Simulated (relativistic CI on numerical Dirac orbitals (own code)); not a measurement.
# Hyperfine structure of Er⁴³⁺, mass number 167

Calculated at this level of theory: Dirac-Coulomb-Breit CI, separate exchange-only KLI orbitals for each configuration, QED by a radiative potential, unscaled Slater integrals (own radial code, finite nucleus).

Configurations in the expansion (outside the closed core [Ne]): 3s2 3p6 3d7, 3s2 3p5 3d8, 3s2 3p4 3d9, 3s 3p6 3d8, 3p6 3d9, 3s 3p5 3d9, 3s2 3p6 3d6 4s, 3s2 3p6 3d6 4p, 3s2 3p4 3d8 4s, 3s2 3p6 3d6 4d, 3s2 3p4 3d8 4p, 3s2 3p5 3d7 4s, 3s2 3p6 3d6 4f, 3s2 3p5 3d7 4p, 3s2 3p6 3d5 4s2, 3s 3p6 3d7 4s. Levels of other configurations are missing.

Nuclear spin I = 7/2, μ = -0.5623 μN, Q = 3.57 b (tables of Stone and Pyykkö). The electronic factors are computed for point nuclear moments, without core polarisation or the Bohr-Weisskopf and QED corrections.

```tsv
Level	E (cm⁻¹)	A (MHz)	B (MHz)
3s2 3p6 3d7 4F_9/2	0	-4668	32000
3s2 3p6 3d7 2D_5/2	135694	-4756	31900
3s2 3p6 3d7 4F_7/2	342874	-5214	57200
3s2 3p6 3d7 4P_5/2	428482	-2027	-152000
3s2 3p6 3d7 4P_1/2	440427	2241	
3s2 3p6 3d7 2H_11/2	459659	-6603	-336000
3s2 3p6 3d7 2F_5/2	543317	-7289	30400
3s2 3p6 3d7 2D_3/2	666251	-10650	-211000
```

Levels with J = 0, under 50 % of one LS term, or S terms without an open s electron are left out. Small factors come from cancelling terms and can be off by tens of per cent or more.

At this charge energies of transitions that change n are usually good to better than 1 %, and those within a shell (Δn = 0) to a few per cent.

(1) Give the hyperfine levels of 3s2 3p6 3d7 4F_9/2 relative to its centre of gravity.

Answers

(1) With K = F(F + 1) − I(I + 1) − J(J + 1), E = AK/2 + B[¾K(K + 1) − I(I + 1)J(J + 1)]/[2I(2I − 1)J(2J − 1)]: F = 1: 104500, F = 2: 90610, F = 3: 70710, F = 4: 45950, F = 5: 17850, F = 6: -11680, F = 7: -40360, F = 8: -65540 MHz.

LS names give the leading component of a level, which can be under half, so a name can repeat, a term be missing and a line seem to break the LS rules.
